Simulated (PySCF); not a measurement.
# Correlation energy of Ca³⁺ (calcium, charge +3)

[Ne] 3s2 3p5, 2P determinant. Computed with PySCF 2.14 in x2c-SVPall, with the spin-free X2C one-electron Hamiltonian (Gaussian nucleus). Frozen: [Ne] 3s2; 5 electrons correlated.

Total MP2 correlation energy: -51.27 mhartree.

Same-spin part -16.42 and opposite-spin part -34.85 mhartree; SCS-MP2 scales them by 1/3 and 6/5 to -47.30 mhartree.

| level | correlation energy (mhartree) |
| --- | --- |
| CCSD | -60.40 |
| (T) | -0.02 |
| CCSD(T) | -60.42 |

Diagnostics: T1 = 0.00049, D1 = 0.0007, largest double amplitude 0.032.

Cost of the coupled-cluster step: 0.09 s of wall time on 1 thread of Intel(R) Xeon(R) Platinum 8488C (shared host), for 5 correlated electrons.
